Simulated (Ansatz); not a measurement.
Relaxation of Ta2Si with UKS PBE-D4/def2-TZVP.

```sh
$ ansatz run in.yaml --threads 4 --pin off --events-out ev --progress --plain --max-ram 3916MiB
```

```yaml
crystal:
  periodic: [false, false, false]
  atoms:
    - {symbol: Ta, position_ang: [-0.375368, 0.982865, -0.854346]}
    - {symbol: Ta, position_ang: [0.898052, 0.358015, 0.949855]}
    - {symbol: Si, position_ang: [-0.522685, -1.340880, -0.095509]}
basis:
  gaussian: {orbitals: def2-TZVP}
magnetization: {spin_polarized: true, initial_magnetization: 4}
hamiltonian: {xc: pbe, dispersion: d4}
scf: {lower_state_search: "off"}
output: {orbitals: {seedname: orbitals}}
relax: {f_tol: 0.02, max_steps: 100}
```

Run time 13 s (4 threads of Arm Neoverse V1 on a shared host).

Positions (Å) and forces (eV/Å) at steps 1, 2, 3, 4, 5 of 5:

```xyz
3
step=1 energy=-10973.6271 eV
Ta   -0.375    0.983   -0.854   -2.184    0.912   -3.030
Ta    0.898    0.358    0.950    2.079   -1.181    3.011
Si   -0.523   -1.341   -0.096    0.105    0.269    0.019
3
step=2 energy=-10973.8705 eV
Ta   -0.464    0.993   -0.967    0.759   -0.452    1.107
Ta    0.965    0.292    1.058   -0.811    0.319   -1.117
Si   -0.501   -1.285   -0.092    0.052    0.133    0.009
3
step=3 energy=-10973.9289 eV
Ta   -0.419    0.983   -0.908   -0.435    0.222   -0.619
Ta    0.928    0.322    1.001    0.440   -0.208    0.620
Si   -0.509   -1.305   -0.093   -0.005   -0.014   -0.001
3
step=4 energy=-10973.9460 eV
Ta   -0.432    0.985   -0.924   -0.031    0.019   -0.045
Ta    0.938    0.313    1.017    0.033   -0.013    0.046
Si   -0.506   -1.298   -0.092   -0.003   -0.006    0.000
3
step=5 energy=-10973.9461 eV
Ta   -0.433    0.985   -0.926    0.000   -0.001    0.000
Ta    0.939    0.312    1.018    0.000    0.000    0.000
Si   -0.506   -1.297   -0.092    0.000    0.001    0.000
```

In the def2 sets Ta takes a core potential; there is no spin–orbit coupling. At PBE-D4/def2-TZVP a singlet of charge 0 lies 0.41 eV below the quintet, each at its own geometry. The structure comes from a short search, and lower isomers may exist.
